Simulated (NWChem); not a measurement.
Everything below was run with NWChem. System: CH$_{3}$Cl$_{2}$Si, charge 0, spin multiplicity 2, at a geometry optimised with UB3LYP/def2-SVP. The structure started from a generated list of species. Its SCF solution wasn't tested for a lower state. Level: UMP2/def2-TZVP, 16 core orbitals frozen.

The NWChem input:

```
start mol
memory heap 200 mb stack 900 mb global 1100 mb
geometry units angstroms nocenter noautoz
  C      2.057590    -0.040120     0.000000
  Si     0.243966    -0.556836     0.000000
  Cl    -0.676860     0.230364    -1.703918
  Cl    -0.676860     0.230364     1.703918
  H      2.124092     1.060677     0.000000
  H      2.564044    -0.428316    -0.897023
  H      2.564044    -0.428316     0.897023
  symmetry group Cs
end
basis spherical
  * library def2-tzvp
end
scf
  uhf
  nopen 1
  maxiter 100
  thresh 1e-7
  semidirect memsize 60000000 filesize 0
  # guess.movecs holds the orbitals of an unrestricted PBE0 run
  vectors input guess.movecs output mol.movecs
end
mp2
  freeze core 16
end
task mp2 energy
```

Output (cleaned and shortened):

```
             Northwest Computational Chemistry Package (NWChem) 7.3.0
             --------------------------------------------------------

                                NWChem Input Module
                                -------------------

 Scaling coordinates for geometry "geometry" by  1.889725989
 (inverse scale =  0.529177249)

 Turning off AUTOSYM since
 SYMMETRY directive was detected!

                             Geometry "geometry" -> ""
                             -------------------------

 Output coordinates in angstroms (scale by  1.889725989 to convert to a.u.)

  No.       Tag          Charge          X              Y              Z
 ---- ---------------- ---------- -------------- -------------- --------------
    1 C                    6.0000     2.05759000    -0.04012000     0.00000000
    2 Si                  14.0000     0.24396600    -0.55683600     0.00000000
    3 Cl                  17.0000    -0.67686000     0.23036400    -1.70391800
    4 Cl                  17.0000    -0.67686000     0.23036400     1.70391800
    5 H                    1.0000     2.12409200     1.06067700     0.00000000
    6 H                    1.0000     2.56404400    -0.42831600    -0.89702300
    7 H                    1.0000     2.56404400    -0.42831600     0.89702300

 Effective nuclear repulsion energy (a.u.)     255.6680987061

            Nuclear Dipole moment (a.u.)
            ----------------------------
        X                 Y               Z
 ---------------- ---------------- ----------------
     0.0000075589    -0.0000056692     0.0000000000

      Symmetry information
      --------------------

 Group name             Cs
 Group number              2
 Group order               2
 No. of unique centers     5

      Symmetry unique atoms

     1    2    3    5    6


 Summary of "ao basis" -> "" (spherical)
 ------------------------------------------------------------------------------
       Tag                 Description            Shells   Functions and Types
 ---------------- ------------------------------  ------  ---------------------
 *                         def2-tzvp                  on all atoms
[...]
  AO/Fock/Back tols     =   1.0D-09  1.0D-09  1.0D-09

 GA uses MA = F    GA memory limited = T

 Available:
  local mem=  1.26D+08
 global mem=  1.44D+08
 local disk=  0.00D+00
  mp2_memr nvloc                   131
  nvloc new                   131
   1 passes of  13:        5242880                     137339                  69792548.
   1 passes of  13: M    126148207           G      144128000           F     120905327.

 Semi-direct pass number   1 of   1  for UHF alpha       at        9.2s
  vrange nnbf                 12046
  mp2_eaftype                   266  avail_ma_in_mb                  1099
 EAF : mp2_eaftype filesize         266   34896274.
  mp2_eaf for mointskh                    266
Node 0 wrote    164.1 Mb in      0.2 s     Agg I/O rate:   821.5 Mb/s
 Done moints_semi at       17.8s
  mp2_eaftype                   266  avail_ma_in_mb                   833
 EAF : mp2_eaftype filesize         266   34896274.
  mp2_eaf for kh                   266
 Done maket at       18.2s
 Done multipass loop at       18.2s

 GA uses MA = F    GA memory limited = T

 Available:
  local mem=  1.26D+08
 global mem=  1.44D+08
 local disk=  0.00D+00
  mp2_memr nvloc                   132
  nvloc new                   132
   1 passes of  12:        5242880                     131392                  64918736.
   1 passes of  12: M    126148207           G      144128000           F     120905327.

 Semi-direct pass number   1 of   1  for UHF beta        at       18.3s
  vrange nnbf                 12046
  mp2_eaftype                   247  avail_ma_in_mb                  1099
 EAF : mp2_eaftype filesize         247   32459368.
  mp2_eaf for mointskh                    247
Node 0 wrote    152.6 Mb in      0.2 s     Agg I/O rate:   992.2 Mb/s
 Done moints_semi at       26.5s
  mp2_eaftype                   247  avail_ma_in_mb                   852
 EAF : mp2_eaftype filesize         247   32459368.
  mp2_eaf for kh                   247
 Done maket at       26.9s
 Done multipass loop at       26.9s

          -------------------------------------------
          SCF energy               -1247.679907433595
          Correlation energy          -0.633756532701
          Singlet pairs                0.000000000000
          Triplet pairs                0.000000000000
          Total MP2 energy         -1248.313663966296
          -------------------------------------------

          ---------------------------------------------------
                    Spin Component Scaled (SCS) MP2
          Same spin pairs                     -0.155769874277
          Same spin scaling factor             0.333333333333
          Opposite spin pairs                 -0.477986658424
          Opposite spin scaling fact.          1.200000000000
          SCS-MP2 correlation energy          -0.625507281534
          Total SCS-MP2 energy             -1248.305414715129
          ---------------------------------------------------

 -----------------------
 Performance information
 -----------------------

 Timer overhead =  9.65D-08 seconds/call

               Nr. of calls         CPU time (s)                 Wall time (s)                GFlops
             ---------------    -------------------     ------------------------------   -------------------
Name         Min   Avg   Max    Min     Avg     Max     Min     Avg     Max   Mx/calls   Min     Max     Sum
mp2: moin     2     2     2    17.     17.     17.      17.     17.     17.     8.5      0.0     0.0     0.0
mp2: make     2     2     2   0.74    0.74    0.74     0.74    0.74    0.74    0.37      0.0     0.0     0.0
mp2: tota     1     1     1    18.     18.     18.      18.     18.     18.     18.      0.0     0.0     0.0

 The average no. of pstat calls per process was 5.00D+00
 with a timing overhead of 4.83D-07s

 Task  times  cpu:       26.9s     wall:       26.9s

 Total times  cpu:       26.9s     wall:       26.9s
```
